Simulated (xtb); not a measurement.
C3H9BO3, charge +1, doublet, geometry from GFN2-xTB (a state made from the parent by changing its charge; the spin is typed, not shown lowest); GFN1-xTB run with xtb 6.7.1.

xtb was given this input:
```
$ xtb mol.xyz --gfn 1 --chrg 1 --uhf 1 --grad --json

# file mol.xyz
16

B      0.00567934    -0.00429445     0.00143635
O      0.81387960     0.96705062     0.51017150
C      0.83120986     2.30819714     0.14169848
H      0.66266147     2.91315135     1.04456416
H      1.84844245     2.55815838    -0.19393716
H      0.09777583     2.54491792    -0.62957265
O      0.10173792    -1.28178914     0.46415876
C      0.97107655    -1.74423266     1.44674937
H      0.37109627    -2.20133857     2.24727767
H      1.56503160    -2.56514410     1.01911883
H      1.61702603    -0.96049626     1.84334560
O     -0.89861146     0.30188995    -0.97023060
C     -1.78464909    -0.57682729    -1.58448765
H     -1.70271370    -1.59547004    -1.20438019
H     -2.80373653    -0.18643051    -1.44793124
H     -1.60112840    -0.54629458    -2.66856327
```

Output, abridged:

```
   ID    Z sym.   atoms
    1    5 B      1
    2    8 O      2, 7, 12
    3    6 C      3, 8, 13
    4    1 H      4-6, 9-11, 14-16

           -------------------------------------------------
          |                Calculation Setup                |
           -------------------------------------------------

           -------------------------------------------------
          |                 G F N 1 - x T B                 |
           -------------------------------------------------

          ...................................................
          :                      SETUP                      :
          :.................................................:
          :  # basis functions                  46          :
          :  # atomic orbitals                  46          :
          :  # shells                           32          :
          :  # electrons                        41          :
          :  # halogen bonds                     0          :
          :  max. iterations                   250          :
          :  Hamiltonian                  GFN1-xTB          :
          :  restarted?                      false          :
          :  GBSA solvation                  false          :
          :  PC potential                    false          :
          :  electronic temp.          300.0000000     K    :
          :  accuracy                    1.0000000          :
          :  -> integral cutoff          0.2500000E+02      :
          :  -> integral neglect         0.1000000E-07      :
          :  -> SCF convergence          0.1000000E-05 Eh   :
          :  -> wf. convergence          0.2000000E-04 e    :
          :  Broyden damping             0.4000000          :
          :  net charge                          1          :
          :  unpaired electrons                  1          :
          ...................................................

 iter      E             dE          RMSdq      gap      omega  full diag
   1    -26.3460035 -0.263460E+02  0.763E+00    9.21       0.0  T
   2    -26.5098536 -0.163850E+00  0.437E+00    8.99       1.0  T
   3    -26.5043328  0.552079E-02  0.153E+00    8.42       1.0  T
   4    -26.4401338  0.641990E-01  0.121E+00    8.29       1.0  T
   5    -26.4888619 -0.487281E-01  0.671E-01    8.65       1.0  T
   6    -26.4972354 -0.837353E-02  0.534E-01    8.71       1.0  T
   7    -26.4878108  0.942460E-02  0.668E-01    8.66       1.0  T
   8    -26.5117588 -0.239480E-01  0.180E-01    8.71       1.0  T
   9    -26.5129828 -0.122400E-02  0.111E-01    8.73       1.0  T
  10    -26.5133013 -0.318542E-03  0.843E-02    8.73       1.0  T
  11    -26.5136589 -0.357612E-03  0.322E-02    8.73       1.0  T
  12    -26.5137177 -0.588128E-04  0.791E-03    8.73       3.2  T
  13    -26.5137214 -0.363819E-05  0.127E-03    8.73      19.7  T
  14    -26.5137215 -0.930374E-07  0.143E-04    8.73     174.5  T
  15    -26.5137215  0.922141E-08  0.404E-04    8.73      61.8  T
  16    -26.5137215 -0.922364E-08  0.123E-04    8.73     203.9  T

   *** convergence criteria satisfied after 16 iterations ***

         :::::::::::::::::::::::::::::::::::::::::::::::::::::
         ::                     SUMMARY                     ::
         :::::::::::::::::::::::::::::::::::::::::::::::::::::
         :: total energy             -26.289025954520 Eh    ::
         :: gradient norm              0.017466356510 Eh/a0 ::
         :: HOMO-LUMO gap              8.734381340062 eV    ::
         ::.................................................::
         :: SCC energy               -26.513721468734 Eh    ::
         :: -> electrostatic           0.178281512450 Eh    ::
         :: repulsion energy           0.229425043605 Eh    ::
         :: dispersion energy         -0.004729529391 Eh    ::
         :: halogen bond corr.         0.000000000000 Eh    ::
         :: add. restraining           0.000000000000 Eh    ::
[...]
        21        1.4998           -0.6472790             -17.6134 (HOMO)
        22                         -0.3262964              -8.8790 (LUMO)
        23                         -0.3085689              -8.3966
        24                         -0.3085500              -8.3961
        25                         -0.2979062              -8.1064
        26                         -0.2392574              -6.5105
        27                         -0.2390000              -6.5035
        28                         -0.2389817              -6.5030
        29                         -0.2355089              -6.4085
        30                         -0.2354932              -6.4081
        31                         -0.2304635              -6.2712
        32                         -0.1213858              -3.3031
       ...                                ...                  ...
        46                          0.4489161              12.2156
      -------------------------------------------------------------
                  HL-Gap            0.3209826 Eh            8.7344 eV
             Fermi-level           -0.5670336 Eh          -15.4298 eV

  Mulliken/CM5 charges         n(s)   n(p)   n(d)
     1B     0.75107  0.62593   0.688  1.561  0.000
     2O    -0.40584 -0.43853   1.661  4.745  0.000
     3C     0.20005  0.08980   0.990  2.810  0.000
     4H     0.11041  0.17010   0.890  0.000  0.000
     5H     0.11076  0.17043   0.889  0.000  0.000
     6H     0.06761  0.13291   0.932  0.000  0.000
     7O    -0.40584 -0.43852   1.661  4.745  0.000
     8C     0.20002  0.08975   0.990  2.810  0.000
     9H     0.11070  0.17037   0.889  0.000  0.000
    10H     0.11045  0.17013   0.890  0.000  0.000
    11H     0.06761  0.13292   0.932  0.000  0.000
    12O    -0.40584 -0.43854   1.661  4.745  0.000
    13C     0.20005  0.08981   0.990  2.810  0.000
    14H     0.06761  0.13292   0.932  0.000  0.000
    15H     0.11047  0.17015   0.890  0.000  0.000
    16H     0.11071  0.17038   0.889  0.000  0.000

Wiberg/Mayer (AO) data.
largest (>0.10) Wiberg bond orders for each atom

 ---------------------------------------------------------------------------
     #   Z sym  total        # sym  WBO       # sym  WBO       # sym  WBO
 ---------------------------------------------------------------------------
     1   5 B    3.210 --     7 O    1.044     2 O    1.044    12 O    1.044
     2   8 O    2.150 --     1 B    1.044     3 C    0.975
     3   6 C    3.789 --     6 H    0.978     2 O    0.975     4 H    0.894
                             5 H    0.893
     4   1 H    0.939 --     3 C    0.894
     5   1 H    0.938 --     3 C    0.893
     6   1 H    1.002 --     3 C    0.978
     7   8 O    2.150 --     1 B    1.044     8 C    0.975
     8   6 C    3.789 --    11 H    0.978     7 O    0.975    10 H    0.894
                             9 H    0.893
     9   1 H    0.938 --     8 C    0.893
    10   1 H    0.939 --     8 C    0.894
    11   1 H    1.002 --     8 C    0.978
    12   8 O    2.150 --     1 B    1.044    13 C    0.975
    13   6 C    3.789 --    14 H    0.978    12 O    0.975    15 H    0.894
                            16 H    0.893
    14   1 H    1.002 --    13 C    0.978
    15   1 H    0.939 --    13 C    0.894
    16   1 H    0.938 --    13 C    0.893
 ---------------------------------------------------------------------------

Topologies differ in total number of bonds
Writing topology from bond orders to xtbtopo.mol

 dipole moment from electron density (au)
     X       Y       Z
   0.0125  -0.0082   0.0007  total (Debye):    0.038

           -------------------------------------------------
          | TOTAL ENERGY              -26.289025954520 Eh   |
          | GRADIENT NORM               0.017466356510 Eh/α |
          | HOMO-LUMO GAP               8.734381340062 eV   |
           -------------------------------------------------

normal termination of xtb
```
